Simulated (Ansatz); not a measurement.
GeI2H2 (GeH2I2), relaxed as a singlet with RKS PBE0-D4/def2-SVP in Ansatz, starting from the GFN2-xTB geometry. Force threshold 0.02 eV/Å.

In the def2 sets I takes a core potential; there is no spin–orbit coupling.

Start:

Cartesian coordinates in Å:
```
Ge -0.177 -0.098 -0.091
I -0.249 2.059 1.153
I 2.135 -1.020 -0.199
H -0.658 0.151 -1.501
H -1.051 -1.092 0.638
```

**Question.** Estimate the energy that the relaxation releases and the steps that it takes.

**Answer.** 1.6 kJ/mol, in 4 steps; 17 s on 4 threads of Intel Xeon on a shared host. No frequencies were taken in this run, so the end may be a saddle point.

**Question.** Does the start keep its bonding and symmetry?

**Answer.** By distances, no bond broke or formed. The bond that changes most is Ge1–H4, from 1.51 to 1.53 Å (atoms count from 1). Point group C2v at the start, C2v at the end, both within 0.05 Å.

**Question.** Predict the relaxed structure.

**Answer.** 
```csv
atom,x (Å),y (Å),z (Å)
Ge1,-0.1893,-0.1040,-0.0954
I2,-0.2364,2.0696,1.1605
I3,2.1484,-1.0143,-0.1937
H4,-0.6591,0.1616,-1.5309
H5,-1.0635,-1.1128,0.6595
```
Bond lengths: 2 × Ge–I 2.51 Å; 2 × Ge–H 1.53 Å.
